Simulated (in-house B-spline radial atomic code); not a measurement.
Values are calculated unless marked as measured or tabulated.
# Extrapolating the RPA correlation energy in partial waves: Ca IX (Ca8+)

All-electron RPA on PBE orbitals from an all-electron radial atomic-structure program (B-spline basis), scalar-relativistic (spin-free one-electron X2C), finite nucleus, configuration [Ne] 3s2. With empty states up to angular momentum L the sums are:

| L | E_c(L) (hartree) |
| --- | --- |
| 3 | -0.732697 |
| 4 | -0.771057 |
| 5 | -0.786196 |

For large l each further wave adds A/(l + 1/2)⁴, because the basis must build the cusp where two electrons meet.

**Question.** Estimate the limit from L = 4 and L = 5.

**Answer.** Wave 5 adds -0.015139, against a sum of (l + 1/2)⁻⁴ of 1.09282e-03, so A = -13.853. The sum over l > 5 is ζ(4, 6.5) = 1.5223e-03, close to 1/(3 × 6³) = 1.5432e-03. The tail is -0.021088 and the limit -0.80728 hartree.

**Question.** How good is the estimate?

**Answer.** A run to L = 11 sums to -0.80218 and extrapolates to -0.80414 hartree, 0.11 millihartree from the run before. The estimate differs from that by -3.15 millihartree, while the bare sum at L = 5 misses 17.9 millihartree (2.2 %).
